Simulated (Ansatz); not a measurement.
A run of Ansatz (development build ahead of 0.2.0) on sextet FeP at this shape:

```csv
atom,x (Å),y (Å),z (Å)
Fe,0.0000,0.0000,0.0000
P,0.0000,0.0000,2.1988
```

Its results:

```
Converged                       : yes
Total energy                    : -1604.98800 hartree
Spin squared of the determinant : 8.877
Stability test                  : minimum
```

Which input gives this output? Name the method, the orbitals and the basis set, and write the input.

r²SCAN (unrestricted) in pcseg-2.

```yaml
crystal:
  periodic: [false, false, false]
  atoms:
    - { symbol: Fe, position_ang: [0.0, 0.0, 0.0] }
    - { symbol: P, position_ang: [0.0, 0.0, 2.1988] }
basis:
  gaussian: { orbitals: pcseg-2 }
magnetization:
  spin_polarized: true
  initial_magnetization: 5
hamiltonian:
  xc: r2scan
```

Caution: other spin multiplicities were not run.
